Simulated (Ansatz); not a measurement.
Basis sets compared for BiMe2F (C₂H₆BiF). Charge 0, multiplicity 1. Geometry PBE0-D4/def2-SVP. Ansatz on 4 threads of Intel Xeon on a shared host; times are rough, and most runs start from earlier orbitals.

Cartesian coordinates in Å:
```
Bi -0.3141 -1.2320 0.6114
C -1.5018 0.6532 0.2196
H -1.5414 0.8638 -0.8590
H -0.9626 1.4571 0.7412
H -2.5193 0.5658 0.6247
C 1.3625 -0.5593 -0.7495
H 2.1204 -1.3486 -0.8509
H 1.8095 0.3252 -0.2733
H 0.9626 -0.2928 -1.7393
F 0.5841 -0.4324 2.2752
```

In the def2 sets Bi takes a core potential; there is no spin–orbit coupling.

Binding counts from free atoms (Bi quartet, C triplet, H doublet, F doublet) in the same basis, without a counterpoise term.

```csv
level,functions,energy (Eh),HOMO (eV),LUMO (eV),binding per atom (eV),wall time
PBE-D4/def2-SVP,98,-393.9858,-5.90,-1.65,3.59,2.7 s
PBE0-D4/def2-SVP,98,-393.9732,-7.07,-0.88,3.50,3.7 s
```

Question: Estimate the rows for PBE-D4/def2-TZVP, PBE0-D4/def2-TZVP.

Answer: 
```tsv
level	functions	energy (Eh)	HOMO (eV)	LUMO (eV)	binding per atom (eV)	wall time
PBE-D4/def2-TZVP	179	-394.2255	-6.10	-1.93	3.62	3.3 s
PBE0-D4/def2-TZVP	179	-394.2068	-7.18	-1.15	3.53	7 s
```
